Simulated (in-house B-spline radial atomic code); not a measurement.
Atomic self-consistent-field run: the xenon ion Xe²⁺. Method: non-relativistic B3LYP, spherical fractional occupations, point nucleus, inside a hard spherical wall at 1.68 bohr. Calculated with a B-spline radial code for spherical atoms.

Command:
```bash
python run_scf.py task.json out
```
Settings:
```
Z                54
configuration    [Kr] 4d10 5s2 5p4
hamiltonian      nr
method           b3lyp
spin_polarised   False
wall_radius      1.68
```

Output (hartree, bohr):
```
 radial grid: 40 intervals, B-splines of order 8, outer radius 1.68 bohr

 iter        energy (Eh)    residual
    1       -7202.697580    6.48e-01
    2       -7203.168316    9.97e-02
    3       -7203.233806    2.93e-02
    4       -7203.238216    9.16e-03
    5       -7203.238558    3.09e-03
    6       -7203.238620    2.76e-04
    7       -7203.238621    1.54e-05
    8       -7203.238621    1.06e-07

 total energy                     -7203.23862
 kinetic                            7341.1326
 electron-nucleus                 -17354.7560
 Hartree                            2996.7231
 exact exchange                      -36.5911
 exchange-correlation               -149.7472

 orbital      occ     eigenvalue          <r>       <r^2>       <1/r>     <1/r^2>       r_max
 1s         2.000     -1209.5033    0.0281463  0.00105946     53.4643     5736.48     0.01864
 2s         2.000      -181.6064     0.121055   0.0172054     12.2834     612.462      0.1029
 2p         6.000      -170.6082     0.103087   0.0129142      12.292      204.48     0.08043
 3s         2.000       -35.3389     0.321359    0.117858      4.4841     123.283      0.2927
 3p         6.000       -30.6721     0.311906    0.112682     4.40837      41.011      0.2795
 3d        10.000       -21.9916        0.283   0.0946717     4.27514     22.8074      0.2275
 4s         2.000        -5.0812      0.75529    0.637731     1.80938     26.0406      0.7003
 4p         6.000        -3.4241     0.780099    0.681566      1.7192     8.48092      0.7208
 4d        10.000        -0.5046     0.827866    0.767869       1.548      4.2565      0.7687
 5s         2.000         3.8438      1.04172     1.21997     1.40768     19.9519       1.237
 5p         4.000         4.9448      1.02804     1.20211     1.43444     7.32382       1.252
```

Cost of the run: 0.07 s on 1 thread of x86-64 server CPU (shared host).

Caution: exact exchange at fractional occupations of open shells leaves self-interaction of up to several eV.
